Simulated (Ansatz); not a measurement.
Relaxation of Cl2H5InOSi (10 atoms, charge 0, multiplicity 1), to a largest force component of 0.03 eV/Å in at most 50 steps.

All numbers below come from RKS B3LYP-D4/def2-SVP (Ansatz 0.2.0).

```xyz
10
Properties=species:S:1:pos:R:3
In -0.070 0.292 -0.055
Cl -0.249 0.701 2.318
Cl 2.015 0.449 -1.095
O -1.689 -0.135 -1.134
H -2.482 -0.163 -0.575
Si 0.738 -3.078 1.316
H -0.269 -3.714 0.420
H 2.099 -3.220 0.733
H 0.676 -3.684 2.674
H 0.422 -1.641 1.456
```

Q: Where does it end, and by what steps?

A: It converged. After 17 steps the energy has fallen by 0.224 eV; Cl2 moved furthest, 1.09 Å.

```tsv
step	energy less start (eV)	largest force component (eV/Å)	accepted
0	0.0000	0.752	yes
1	-0.0954	0.178	yes
2	-0.1240	0.193	yes
3	-0.1498	0.449	yes
4	-0.1615	0.381	yes
5	-0.1680	0.164	yes
6	-0.1709	0.163	yes
7	-0.1809	0.121	yes
8	-0.1850	0.097	yes
9	-0.1884	0.184	yes
10	-0.1932	0.272	yes
11	-0.1992	0.193	yes
12	-0.2058	0.284	yes
13	-0.2139	0.175	yes
14	-0.2198	0.162	yes
15	-0.2228	0.128	yes
16	-0.2240	0.071	yes
17	-0.2244	0.026	yes
```

```xyz
10
Properties=species:S:1:pos:R:3
In -0.137 0.166 0.135
Cl -0.106 1.706 1.916
Cl 1.849 -0.265 -1.049
O -1.847 -0.539 -0.616
H -2.610 -0.174 -0.142
Si 0.827 -3.049 1.146
H 0.487 -3.356 -0.265
H 2.294 -3.004 1.373
H 0.158 -3.997 2.079
H 0.277 -1.681 1.483
```

Whether the end is a true minimum wasn't checked by a vibrational analysis.

Time of the run: 27 s on 4 threads of Intel(R) Xeon(R) 6975P-C (Granite Rapids) (shared host), peak memory 0.35 GiB.
